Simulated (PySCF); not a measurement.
**31P shifts, computed and measured**

Computed: GIAO PBE0/pcSseg-2, gas phase, PySCF SCF with an in-house response code, geometries PBE0-D3(BJ)/def2-SVP, one conformer, no vibrational averaging, against isolated H3PO4 at the same level. Measured: against 85 % H3PO4, in the medium listed. The two scales can differ by a constant.

| compound (atom-mapped SMILES) | atom | computed / ppm | measured / ppm | medium |
| --- | --- | --- | --- | --- |
| [CH3:1][CH2:2][CH2:3][CH2:4][P+:5]([CH2:6][CH2:7][CH2:8][CH3:9])([CH2:10][CH2:11][CH2:12][CH3:13])[CH2:14][CH2:15][CH2:16][CH3:17] | P5 | 13.4 | 32.79 | CDCl3 |
| [CH3:1][CH2:2][CH2:3][P+:4]([CH2:5][CH2:6][CH3:7])([CH2:8][CH2:9][CH3:10])[CH2:11][CH2:12][CH3:13] | P4 | 14.3 | 31 | not stated |

**Question.** Give computed and measured shifts for these two.

| compound (atom-mapped SMILES) | atom |
| --- | --- |
| [CH3:1][CH2:2][CH2:3][CH2:4][CH2:5][CH2:6][CH2:7][CH2:8][P:9](=[O:10])([c:11]1[cH:12][cH:13][cH:14][cH:15][cH:16]1)[c:17]1[cH:18][cH:19][cH:20][cH:21][cH:22]1 | P9 |
| [CH3:1][C:2]([CH3:3])([CH3:4])[P:5](=[O:6])([c:7]1[cH:8][cH:9][cH:10][cH:11][cH:12]1)[c:13]1[cH:14][cH:15][cH:16][cH:17][cH:18]1 | P5 |

**Answer.** 
| compound (atom-mapped SMILES) | atom | computed / ppm | measured / ppm | medium |
| --- | --- | --- | --- | --- |
| [CH3:1][CH2:2][CH2:3][CH2:4][CH2:5][CH2:6][CH2:7][CH2:8][P:9](=[O:10])([c:11]1[cH:12][cH:13][cH:14][cH:15][cH:16]1)[c:17]1[cH:18][cH:19][cH:20][cH:21][cH:22]1 | P9 | 2.0 | 32.5 | CDCl3 |
| [CH3:1][C:2]([CH3:3])([CH3:4])[P:5](=[O:6])([c:7]1[cH:8][cH:9][cH:10][cH:11][cH:12]1)[c:13]1[cH:14][cH:15][cH:16][cH:17][cH:18]1 | P5 | 11.3 | 38.73 | CDCl3 |

**Question.** How well does this level do over the whole set?

**Answer.** Computed less measured averages -23.5 ppm, and the scatter about that mean is 5.6 ppm (rms) over 4 compounds.

Measured values: E. Pretsch, P. Bühlmann, M. Badertscher, Structure Determination of Organic Compounds, 4th ed., Springer 2009; supporting information or article, doi 10.1039/c2cc33908k; supporting information or article, doi 10.1039/c6cc06048j; supporting information or article, doi 10.1039/c7cp04814a.
